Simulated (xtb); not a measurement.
C6H17N2Si (SMILES [CH2][Si](C)(N(C)C)N(C)C), doublet, at a GFN2-xTB geometry; xtb with GFN0-xTB.

Here is a job for xtb.
```
$ xtb mol.xyz --gfn 0 --uhf 1 --ohess --json

# file mol.xyz
26

C      0.25366984     1.53643358     1.62336986
Si     0.10184553     0.57715978     0.05179822
C      0.26386120     1.72617897    -1.45996569
N     -1.41665354    -0.27679414    -0.11924646
C     -2.59400151     0.37539461    -0.62058099
C     -1.73362300    -1.36142921     0.77178281
N      1.25984090    -0.71239725     0.10144041
C      2.55517453    -0.51112143     0.69150995
C      1.27171034    -1.74932415    -0.89911921
H      0.00927422     2.58337380     1.67580067
H      0.29825445     1.05028802     2.58349626
H     -0.35857494     2.61015670    -1.37187057
H     -0.00167767     1.22099954    -2.38376509
H      1.29036193     2.06528291    -1.55661148
H     -3.22054656    -0.34765693    -1.15245346
H     -2.31392423     1.16790131    -1.30631951
H     -3.19623104     0.80910193     0.18839840
H     -0.81325810    -1.79744963     1.14639509
H     -2.30320628    -2.12830908     0.23725211
H     -2.33871686    -1.02340860     1.62202806
H      2.48515752     0.25852465     1.45509535
H      3.30062962    -0.19612082    -0.05086734
H      2.90697925    -1.44157892     1.14832838
H      1.57720845    -2.69924582    -0.44744605
H      1.97345564    -1.52206732    -1.71246483
H      0.27591702    -1.86248333    -1.31750929
```

Question: Predict the main parts of the log of this xtb run.

Answer: 
```
   ID    Z sym.   atoms
    1    6 C      1, 3, 5, 6, 8, 9
    2   14 Si     2
    3    7 N      4, 7
    4    1 H      10-26

           -------------------------------------------------
          |                Calculation Setup                |
           -------------------------------------------------

           -------------------------------------------------
          |                 G F N 0 - x T B                 |
           -------------------------------------------------

          ...................................................
          :                      SETUP                      :
          :.................................................:
          :  # basis functions                  76          :
          :  # atomic orbitals                  75          :
          :  # shells                           53          :
          :  # electrons                        55          :
          :  electronic temp.          300.0000000     K    :
          :  accuracy                    1.0000000          :
          :  -> integral cutoff          0.2500000E+02      :
          :  -> integral neglect         0.1000000E-07      :
          ...................................................

         :::::::::::::::::::::::::::::::::::::::::::::::::::::
         ::                     SUMMARY                     ::
         :::::::::::::::::::::::::::::::::::::::::::::::::::::
         :: total energy             -29.815350851920 Eh    ::
         :: gradient norm              0.031225788583 Eh/a0 ::
         :: HOMO-LUMO gap              5.253866236212 eV    ::
         ::.................................................::
         :: H0 energy                -30.014481522492 Eh    ::
         :: repulsion energy           0.430650645378 Eh    ::
         :: electrostat energy        -0.170266310304 Eh    ::
         :: -> Gsolv                   0.000000000000 Eh    ::
         ::    -> Gsasa                0.000000000000 Eh    ::
         ::    -> Gshift               0.000000000000 Eh    ::
         :: dispersion energy         -0.010919603606 Eh    ::
         :: short-range corr.         -0.050334060895 Eh    ::
         :: add. restraining           0.000000000000 Eh    ::
         :: total charge              -0.000000000000 e     ::
         :::::::::::::::::::::::::::::::::::::::::::::::::::::

      -----------------------------------------------------------
[...]
 * total energy  :   -29.8173379 Eh     change       -0.1084251E-03 Eh
 * total energy  :   -29.8173692 Eh     change       -0.3123299E-04 Eh
 * total energy  :   -29.8173952 Eh     change       -0.2599368E-04 Eh
 * total energy  :   -29.8174187 Eh     change       -0.2350545E-04 Eh
 * total energy  :   -29.8174320 Eh     change       -0.1329957E-04 Eh
 * total energy  :   -29.8174467 Eh     change       -0.1471737E-04 Eh
 * total energy  :   -29.8174589 Eh     change       -0.1217236E-04 Eh
 * total energy  :   -29.8174706 Eh     change       -0.1170194E-04 Eh
 * total energy  :   -29.8174824 Eh     change       -0.1187988E-04 Eh
 * total energy  :   -29.8174930 Eh     change       -0.1052670E-04 Eh
 * total energy  :   -29.8175005 Eh     change       -0.7530367E-05 Eh
 * total energy  :   -29.8175054 Eh     change       -0.4911231E-05 Eh
   *** GEOMETRY OPTIMIZATION CONVERGED AFTER 16 ITERATIONS ***
         :: total energy             -29.817505405068 Eh    ::
[...]
      12    168.25    -0.73195 ( 99.23%)    -0.69702 (  0.77%)    -0.73168
      13    180.40    -0.69299 ( 99.41%)    -0.67637 (  0.59%)    -0.69289
      14    224.03    -0.57432 ( 99.75%)    -0.61221 (  0.25%)    -0.57441
      15    242.64    -0.53174 ( 99.82%)    -0.58858 (  0.18%)    -0.53184
      16    248.33    -0.51950 ( 99.84%)    -0.58171 (  0.16%)    -0.51960
      17    255.10    -0.50538 ( 99.85%)    -0.57374 (  0.15%)    -0.50548
   ------------------------------------------------------------------------

   temp. (K)  partition function   enthalpy   heat capacity  entropy
                                   cal/mol     cal/K/mol   cal/K/mol   J/K/mol
 298.15  VIB  0.144E+07             8470.840     46.689     54.424
         ROT  0.659E+06              888.752      2.981     29.608
         INT  0.951E+12             9359.592     49.670     84.032
         TR   0.169E+28             1481.254      4.968     40.813
         TOT                       10840.8463    54.6381   124.8450   522.3516

       T/K    H(0)-H(T)+PV         H(T)/Eh          T*S/Eh         G(T)/Eh
   ------------------------------------------------------------------------
    298.15    0.172760E-01    0.237585E+00    0.593179E-01    0.178267E+00
   ------------------------------------------------------------------------

         :::::::::::::::::::::::::::::::::::::::::::::::::::::
         ::                  THERMODYNAMIC                  ::
         :::::::::::::::::::::::::::::::::::::::::::::::::::::
         :: total free energy         -29.639238515285 Eh   ::
         ::.................................................::
         :: total energy              -29.817505405068 Eh   ::
         :: zero point energy           0.220308802208 Eh   ::
         :: G(RRHO) w/o ZPVE           -0.042041912425 Eh   ::
         :: G(RRHO) contrib.            0.178266889783 Eh   ::
         :::::::::::::::::::::::::::::::::::::::::::::::::::::

optimized geometry written to: xtbopt.xyz

           -------------------------------------------------
          | TOTAL ENERGY              -29.817505405068 Eh   |
          | TOTAL ENTHALPY            -29.579920614646 Eh   |
          | TOTAL FREE ENERGY         -29.639238515285 Eh   |
          | GRADIENT NORM               0.000392703386 Eh/α |
          | HOMO-LUMO GAP               5.159790701915 eV   |
           -------------------------------------------------

normal termination of xtb
```
